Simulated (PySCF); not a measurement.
**Peak assignment**

Molfile (atoms numbered from 1):
```
C5H8ClF3Si
     RDKit          3D

 18 17  0  0  0  0  0  0  0  0999 V2000
    2.5485   -0.8106   -0.7135 C   0  0  0  0  0  0  0  0  0  0  0  0
    2.2469    0.5928   -0.2971 C   0  0  0  0  0  0  0  0  0  0  0  0
    1.1050    1.0118    0.2278 C   0  0  0  0  0  0  0  0  0  0  0  0
    0.9162    2.7009    0.6105 Cl  0  0  0  0  0  0  0  0  0  0  0  0
   -0.1240    0.2175    0.5088 C   0  0  0  0  0  0  0  0  0  0  0  0
   -1.4804    0.5864   -0.7764 Si  0  0  0  0  0  4  0  0  0  0  0  0
   -2.8828   -0.7098   -0.3794 C   0  0  0  0  0  0  0  0  0  0  0  0
   -3.3480   -0.6132    0.8826 F   0  0  0  0  0  0  0  0  0  0  0  0
   -2.4600   -1.9848   -0.5216 F   0  0  0  0  0  0  0  0  0  0  0  0
   -3.9540   -0.5809   -1.1845 F   0  0  0  0  0  0  0  0  0  0  0  0
    1.6469   -1.3775   -0.9247 H   0  0  0  0  0  0  0  0  0  0  0  0
    3.1062   -1.3240    0.0702 H   0  0  0  0  0  0  0  0  0  0  0  0
    3.1692   -0.7987   -1.6063 H   0  0  0  0  0  0  0  0  0  0  0  0
    3.0522    1.3012   -0.4283 H   0  0  0  0  0  0  0  0  0  0  0  0
   -0.4927    0.4783    1.5045 H   0  0  0  0  0  0  0  0  0  0  0  0
    0.1203   -0.8454    0.5270 H   0  0  0  0  0  0  0  0  0  0  0  0
   -1.0629    0.2703   -2.1414 H   0  0  0  0  0  0  0  0  0  0  0  0
   -2.1152    1.8919   -0.6346 H   0  0  0  0  0  0  0  0  0  0  0  0
  1  2  1  0
  2  3  2  0
  3  4  1  0
  3  5  1  0
  5  6  1  0
  6  7  1  0
  7  8  1  0
  7  9  1  0
  7 10  1  0
  1 11  1  0
  1 12  1  0
  1 13  1  0
  2 14  1  0
  5 15  1  0
  5 16  1  0
  6 17  1  0
  6 18  1  0
M  END
```

In vacuum, rapidly exchanging positions averaged, no relativistic terms, one conformer. Geometry: GFN2-xTB; σ from GIAO-PBE0/pcSseg-1; PySCF.

References, each an isolated molecule treated in the same way: 13C (σref 186.93) and 1H (σref 31.72) against TMS.

(1) Assign these signals to the numbered atoms. 13C{1H} NMR (computed): δ 139.7 (C), 139.7 (C), 129.4 (CH), 21.4 (CH2), 16.8 (CH3).

(2) Assign these signals to the numbered atoms. 1H NMR (600 MHz, computed): δ 5.84 (q, 1H), 4.36 (m, 2H), 2.43 (t, 2H), 1.87 (d, 3H).

Results:

(1) 
139.7 → C3, fully substituted alkene carbon: an sp2 carbon of a C=C bond
139.7 → C7, CF3 carbon: 3 electronegative neighbours deshield it
129.4 → C2, alkene CH: an sp2 carbon of a C=C bond
21.4 → C5, allylic sp3 CH2 bonded to Si
16.8 → C1, allylic methyl carbon: saturated and bonded to C and H only

C3 and C7 lie closer than the usual error of such a calculation, so a measured spectrum could show them in the other order.

(2) 
5.84 → H14, hydrogen on an alkene CH: attached to an sp2 carbon and in the plane of the double bond
4.36 → H17/H18, hydrogen on a silicon bonded to 2 C
2.43 → H15/H16, hydrogen on an allylic sp3 CH2 bonded to Si: allylic position
1.87 → H11/H12/H13, hydrogen on an allylic methyl carbon: allylic position

Carbons that carry Cl, above all several Cl atoms, come out too deshielded, partly because spin–orbit coupling is missing. Splittings by 19F in the carbon and heteronuclear signals aren't shown, as no couplings were computed. Shifts are as computed. Against solution values, carbons near 30 ppm lie about +3 ppm off and those near 130 ppm about +5 ppm; carbons on Cl a further +6 ppm. Of 1309 compounds with measured shifts, 239 miss one by over three times the rms of a fit or turn the order of signals round; such compounds aren't used in these exercises. No couplings were computed; multiplicities are counted from neighbouring protons, with m where these are inequivalent, close in shift, in a saturated or five-membered ring or joined by F or P, and br s for small geminal =CH2 splittings.
